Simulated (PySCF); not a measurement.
# From a computed spectrum to the compound

A species of 5 atoms with charge -1 has these harmonic modes (PBE0, small Gaussian bases with core potentials, PySCF 2.14.0):

```
cm⁻¹  km/mol  symmetry
  73     0.0         e
  73     0.0         e
  84    11.4        t2
  84    11.4        t2
  84    11.4        t2
 296     0.0        a1
 309    83.6        t2
 309    83.6        t2
 309    83.6        t2
```

Which species is it, and in which structure?

[GdCl4]− (singlet in the valence; each metal's 4f electrons, 7 of them, lie in its core potential, out of spins and levels):
```xyz
5

Gd    0.0000    0.0000    0.0000
Cl    1.4765    1.4765    1.4765
Cl   -1.4765   -1.4765    1.4765
Cl    1.4765   -1.4765   -1.4765
Cl   -1.4765    1.4765   -1.4765
```
Ideal gas at 298.15 K and 1 bar: S = 409.9 J/(mol K), Cp = 102.1 J/(mol K), H − H(0 K) = 24.4 kJ/mol (rigid rotor, harmonic modes, spin degeneracy alone, that of the 4f electrons in the core included). An lcecp potential fixes the number of 4f electrons, so in runs with it no electron can move into or out of that shell.
 This is one of several that fit.
